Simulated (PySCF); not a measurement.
Computed Raman spectrum (relative Raman activity) of a molecule C₃H₆BNO. Geometry optimised at PBE0-D3(BJ)/def2-SVP. One conformer was computed; it need not be the lowest. Calculation: PBE0-D3(BJ)/def2-SVP run with PySCF. Harmonic, unscaled wavenumbers; measured fundamentals usually lie a few per cent lower.

```csv
ν (cm⁻¹),relative intensity
135,3.5
245,2.9
552,2.1
610,3.0
682,3.0
981,2.3
1349,8.1
1452,5.6
1468,8.1
1481,19
2193,77
3027,100
3094,64
3164,18
3478,17
3641,58
3944,35
```

Problem. Pick the molecule that these values belong to.
(A) CNB1C=CO1
(B) CC1=COB1N
(C) OB1C=CCN1
(D) C#CB(O)NC

Solution. D, C#CB(O)NC
